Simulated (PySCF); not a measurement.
PBr from Hartree–Fock to correlated methods

State: ³Σ⁻ (triplet), unpaired electrons π ↑↑. Set-up: P def2-TZVPPD, Br def2-TZVPPD; no relativity (PySCF 2.14). De refers to P + Br in their high-spin ground configurations, without counterpoise correction. The functionals are run spin-unrestricted. A positive dipole means P(−)Br(+).

```json
{"Level": "UHF", "Re (Å)": "2.198", "ωe (cm⁻¹)": "435", "De (eV)": "1.51", "μ (D)": "-0.93"}
{"Level": "UHF-MP2", "Re (Å)": "2.176", "ωe (cm⁻¹)": "441", "De (eV)": "2.72", "μ (D)": "n/a"}
{"Level": "UHF-SCS-MP2", "Re (Å)": "2.185", "ωe (cm⁻¹)": "432", "De (eV)": "2.64", "μ (D)": "n/a"}
{"Level": "UHF-CCSD", "Re (Å)": "2.187", "ωe (cm⁻¹)": "434", "De (eV)": "2.52", "μ (D)": "n/a"}
{"Level": "UHF-CCSD(T)", "Re (Å)": "2.190", "ωe (cm⁻¹)": "429", "De (eV)": "2.66", "μ (D)": "n/a"}
{"Level": "PBE", "Re (Å)": "2.191", "ωe (cm⁻¹)": "426", "De (eV)": "3.27", "μ (D)": "-0.19"}
{"Level": "TPSS", "Re (Å)": "2.191", "ωe (cm⁻¹)": "424", "De (eV)": "3.16", "μ (D)": "-0.25"}
{"Level": "r²SCAN", "Re (Å)": "2.179", "ωe (cm⁻¹)": "436", "De (eV)": "3.14", "μ (D)": "-0.25"}
{"Level": "M06-L", "Re (Å)": "2.162", "ωe (cm⁻¹)": "444", "De (eV)": "2.95", "μ (D)": "-0.01"}
{"Level": "PBE0", "Re (Å)": "2.173", "ωe (cm⁻¹)": "443", "De (eV)": "3.07", "μ (D)": "-0.33"}
{"Level": "r²SCAN0", "Re (Å)": "2.167", "ωe (cm⁻¹)": "448", "De (eV)": "2.98", "μ (D)": "-0.37"}
{"Level": "M06", "Re (Å)": "2.172", "ωe (cm⁻¹)": "443", "De (eV)": "2.97", "μ (D)": "-0.30"}
{"Level": "ωB97X", "Re (Å)": "2.162", "ωe (cm⁻¹)": "457", "De (eV)": "3.00", "μ (D)": "-0.33"}
{"Level": "B2PLYP", "Re (Å)": "2.187", "ωe (cm⁻¹)": "430", "De (eV)": "2.91", "μ (D)": "-0.63"}
```

The bond length runs from 2.162 Å (ωB97X) to 2.198 Å (UHF). De spans 1.51 eV (UHF, mean field) to 3.27 eV (PBE, GGA). Correlation at CCSD(T) changes the Hartree–Fock bond energy by +1.15 eV; the triples alone change it by +0.14 eV.

Correlated steps freeze 14 core orbitals. Spin–orbit coupling is left out. B2PLYP dipoles, levels and charges come from its SCF part alone. The state is the lowest determinant that a PBE0 search found; another state may lie lower at other levels.

The whole job (state search and all levels along the bond) took about 19 min on 2 threads of Arm Neoverse V2 (shared host), peak memory 4.7 GiB.
